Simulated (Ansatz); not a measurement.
A structure relaxed at PBE-D4/def2-SVP in Ansatz, charge 0, singlet:

```xyz
9

Cd   -0.977   -2.630    0.709
Cd   -1.435   -0.503   -1.702
Cd    1.363   -0.368   -1.822
Cd   -3.402    0.116    0.779
S     2.210   -1.514    0.288
S    -0.116    0.579    1.745
S     1.839    0.258    1.381
S    -0.653    1.914   -0.293
S     1.172    2.149   -1.085
```

Problem. Give its formula.

Solution. the cluster Cd₄S₅.

Problem. Summarise the bond lengths by kind (pairs closer than 1.2 times the sum of covalent radii, bridged metal pairs left out).

Solution. 4 × S–S 2.00 to 2.50 Å; 3 × Cd–Cd 2.80 to 3.25 Å; 3 × Cd–S 2.55 to 2.90 Å.

In the def2 sets Cd takes a core potential; there is no spin–orbit coupling. The restricted singlet is unstable towards broken spin symmetry in Hartree–Fock (as tested in another run); at PBE-D4/def2-SVP this wasn't settled. Another isomer (singlet) lies 3.19 eV lower at PBE0-D4/def2-TZVP; other spin states weren't run for this one.
